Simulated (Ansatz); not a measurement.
A geometry relaxed with PBE0-D3(BJ)/def2-TZVP run with Ansatz (a program for electronic structure), charge 0, multiplicity 1:

```xyz
9

C     -0.5902     0.3901    -0.7254
S     -2.0048    -0.0007     0.3239
H      0.6119     1.3159     1.0739
H     -1.2661    -0.5779     1.2894
H      2.2737    -0.8794     0.5648
H     -1.0200     0.7171    -1.6770
S      0.4086     1.7913    -0.1651
S      1.1930    -1.6871     0.5353
S      0.3939    -1.0692    -1.2198
```

Task: Write the SMILES of this molecule.

Result: `SSC(S)S`
